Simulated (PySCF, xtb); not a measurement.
BrFH2OSi, SMILES Br[SiH](O)F.

GFN2-xTB in xtb at its own geometry gives an orbital gap of 6.72 eV and a dipole moment of 4.31 D.

The structure is a stationary point at r2SCAN-D4/def2-SVP. The values are those of a single conformer.

What does PySCF with ωB97X/def2-TZVPD give? (The exact figures need the calculation; the answer reports its results.)

gap 12.61 eV (levels -11.30 and 1.31 eV), dipole 1.07 D.
